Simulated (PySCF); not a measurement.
# Cd²⁺: ionisation energy

Cd²⁺ [Kr] 4d10 (1S) → Cd³⁺ [Kr] 4d9 (2D), as a difference of total energies. Calculation: PySCF 2.14, in x2c-TZVPPall with one added diffuse shell each of s, p, d, f type (9s7p7d3f1g, 95 functions); scalar relativity by spin-free X2C-1e. Correlated levels: valence: [Kr] frozen; valence and next inner shell: [Ar] 3d10 frozen. The calculations carry no spin-orbit coupling.

```csv
method,ionisation energy (eV),plus first-order spin-orbit estimate,error of that sum (eV)
UHF,35.885,35.583,-1.885
LDA,38.195,37.893,+0.425
PBE,37.758,37.456,-0.012
PBE0,37.620,37.318,-0.150
r2SCAN,37.624,37.322,-0.146
TPSSh,37.487,37.185,-0.283
BP86,37.838,37.535,+0.067
wB97M-V,37.548,37.246,-0.222
BHandHLYP,37.370,37.068,-0.400
MP2 (valence),37.843,37.541,+0.073
SCS-MP2 (valence),37.621,37.319,-0.149
MP2 (valence and next inner shell),37.783,37.481,+0.013
SCS-MP2 (valence and next inner shell),37.512,37.209,-0.259
```

Reference: 37.468 ± 0.006 eV (measured; NIST Atomic Spectra Database, ionization energies).

A first-order spin-orbit estimate (lowest level to lowest level, LS coupling) adds -0.302 eV.

Errors of the correlated levels include the incompleteness of this basis and the frozen core.
